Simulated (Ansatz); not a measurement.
Isomers of H2BNO. All species are isolated molecules in the gas phase. One relaxed conformer stands for each flexible species; it need not be the lowest. Strings in code marks are SMILES.

Quantity: electronic energy of isomers of H2BNO relative to `NB=O`, in eV.

Case: `N=BO`. Geometry of `N=BO` (neutral, multiplicity 1, Å):

```xyz
5

N     -1.1818     0.0079     0.0068
B      0.0484     0.0983    -0.1163
O      1.3666     0.2294    -0.2941
H     -2.1638    -0.0526     0.1116
H      1.9307    -0.2830     0.2921
```

Problem. Predict the electronic energy of isomers of H2BNO relative to `NB=O` from composite: frozen-core CCSD(T) with HF/cc-pVQZ and the correlation energy extrapolated as X^-3 from cc-pVTZ and cc-pVQZ, plus CCSDT(Q) minus CCSD(T) in cc-pVDZ // B3LYP-D3(BJ)/def2-TZVP (Ansatz, a program for electronic structure).

Solution. 0.94 eV.
